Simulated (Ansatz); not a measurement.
This geometry of AlBrCl$_{3}$H (6 atoms, charge 0, multiplicity 1) is a first-order saddle point.

Level of theory: Ansatz, RKS B3LYP-D4/def2-SVP.

```xyz
6
Properties=species:S:1:pos:R:3
Al -0.356 0.435 -0.269
Cl 1.782 -0.308 -0.528
Cl -1.564 -0.093 -1.897
Cl -0.416 2.362 0.550
H 1.005 -1.113 0.645
Br -0.451 -1.283 1.500
```

Problem. Which two structures does it join? (They come from a converged band through this point; their orientation in space is the band's.)

Solution. Bonds broken: H5–Br6. Bonds formed: Cl2–H5.

Initial state:

```xyz
6
Properties=species:S:1:pos:R:3
Al -0.157 0.606 -0.534
Cl 1.848 0.043 -0.911
Cl -1.649 -0.081 -1.843
Cl -0.511 2.350 0.581
H 0.914 -1.653 1.229
Br -0.445 -1.265 1.478
```

Final state:

```xyz
6
Properties=species:S:1:pos:R:3
Al -0.652 0.387 -0.082
Cl 1.802 -0.362 -0.480
Cl -1.485 -0.044 -1.959
Cl -0.346 2.391 0.463
H 1.619 -1.232 0.471
Br -0.939 -1.140 1.587
```

Problem. How far does it lie above each of them?

Solution. 5.3 kcal/mol above the first and 5.3 kcal/mol above the second. This is the barrier of this one path; another mechanism may lie lower. The orbitals stay closed-shell, which can raise the energy where a bond breaks towards radicals; this wasn't checked here.

The run took 110 s on 2 threads of Arm Neoverse V2 (shared host), peak memory 0.28 GiB.
